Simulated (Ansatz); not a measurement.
Ansatz (an electronic-structure program) input (RI-MP2/def2-TZVPPD):
A basis named .json is the Basis Set Exchange file of that set.

Ansatz 0.2 input:
```yaml
crystal:
  periodic: [false, false, false]
  atoms:
    - {symbol: Sb, position_ang: [-0.33499307, -0.17820561, 0.48278344]}
    - {symbol: Cl, position_ang: [-0.34556622, 1.85082420, -0.72811364]}
    - {symbol: Cl, position_ang: [1.35054544, -1.31620737, -0.72023668]}
basis:
  gaussian:
    orbitals: def2-TZVPPD.json
    fitting: {mean_field: def2-universal-jkfit, correlation: def2-TZVPPD-RIFIT.json}
total_charge: -1
magnetization: {spin_polarized: false}
correlation: {method: mp2, electrons: outside_noble_gas}
```

Output:

```
Functional definition: HF
integrals: 0.10 GiB planned
474 factors; integrals over basis functions are off by at most 1.4e0 eV
478 factors; integrals over basis functions are off by at most 7.9e-1 eV
mean field: 0.47 GiB planned
mean field evaluation 1: about -31520.7584 eV, gradient 1.9e1 eV
mean field evaluation 2: about -31521.4621 eV, gradient 1.2e1 eV
mean field evaluation 4: about -31521.6992 eV, gradient 4.6e-1 eV
mean field evaluation 8: about -31508.8847 eV, gradient 2.6e1 eV
mean field evaluation 16: about -31516.0434 eV, gradient 7.3e0 eV
mean field evaluation 32: about -31514.6310 eV, gradient 9.2e0 eV
mean field -31521.70054675 eV, -1158.4011289172 hartree, gradient 7.2e-7 eV, S^2 0.000000; 6 other end points of the search recorded, 0 dependent functions left out
19 core orbitals not correlated
reference -31521.70054675 eV, -1158.4011289172 hartree; 10, 10 occupied and 129, 129 virtual orbitals, 478 factors
second order -13.55871096 eV of doubles, -0.00000000 eV of singles
Total energy: -31535.25925771 eV, -1158.8994023545 hartree
```

This state (charge -1, singlet) is run at the relaxed geometry of the species with charge 0 and multiplicity 2.
